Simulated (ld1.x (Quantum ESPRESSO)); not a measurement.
**u(r) = r·R(r): atom against pseudo-atom (Se (Z = 34))**

Columns: radius, all-electron u(r) and pseudo u(r) of the 4p shell (level -6.51 eV) of selenium in the configuration [Ar] 3d10 4s2 4p4; PBE, scalar-relativistic, TM scheme, ld1.x (Quantum ESPRESSO) 7.5.

```csv
r (bohr),all-electron,pseudo
0.100,0.1893,0.0045
0.200,0.0210,0.0180
0.300,-0.2053,0.0404
0.400,-0.3064,0.0713
0.500,-0.2844,0.1105
0.600,-0.1865,0.1574
0.700,-0.0541,0.2113
0.800,0.0860,0.2709
0.900,0.2189,0.3348
1.000,0.3369,0.4007
1.100,0.4372,0.4662
1.200,0.5193,0.5282
1.300,0.5844,0.5838
1.400,0.6340,0.6305
1.500,0.6696,0.6665
1.600,0.6932,0.6915
1.700,0.7065,0.7058
1.800,0.7110,0.7109
1.900,0.7083,0.7083
2.000,0.6997,0.6997
2.100,0.6865,0.6865
2.200,0.6696,0.6696
2.300,0.6498,0.6498
2.400,0.6280,0.6280
2.500,0.6047,0.6047
2.600,0.5805,0.5805
```

(1) How many radial nodes do the two functions have?

(2) At about which radius was the pseudo-wave matched?

(3) Is the pseudo-wave norm-conserving?

Results:

(1) The all-electron 4p function has n − l − 1 = 2; the pseudo-wave has 0, since the states of the same l below it are removed with the core.

(2) 2.00 bohr. The columns agree to 0.0005 from 1.80 bohr on; several derivatives are matched, so the curves merge somewhat inside the radius.

(3) Yes: the TM scheme keeps the norm inside the radius equal to the all-electron one, which fixes the energy derivative of the logarithmic derivative at the level.
